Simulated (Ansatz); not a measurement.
Mulliken charges of `[F][Zr]([F])([F])[SeH]` from B3LYP/def2-TZVPP in Ansatz (PBE0-D4/def2-TZVP geometry).

```tsv
atom	x (Å)	y (Å)	z (Å)	charge (e)
F1	-1.049	-1.414	1.038	-0.374
Zr2	0.229	-0.552	-0.056	1.310
F3	1.965	-1.224	0.249	-0.370
F4	-0.306	-0.803	-1.852	-0.374
Se5	0.295	1.967	0.492	-0.252
H6	-1.133	2.026	0.130	0.061
```

Problem. By hand: the dipole of these point charges (1 e Å = 4.8032 D).

Solution. Σ q r = (-0.064, 0.187, 0.023) e Å, of length 0.199 e Å = 0.96 D.

Problem. How does the dipole of the full density compare? (Estimate.)

Solution. Computed: (-0.063, 0.048, -0.007) e Å, 0.38 D; the point charges give 2.53 times that, at 36° from its direction.

Point charges leave out the atoms' own dipoles, such as those of lone pairs, and Mulliken's split depends on the basis, so the two needn't agree.

B3LYP here is the variant with VWN-RPA as its local correlation; programs differ in this.
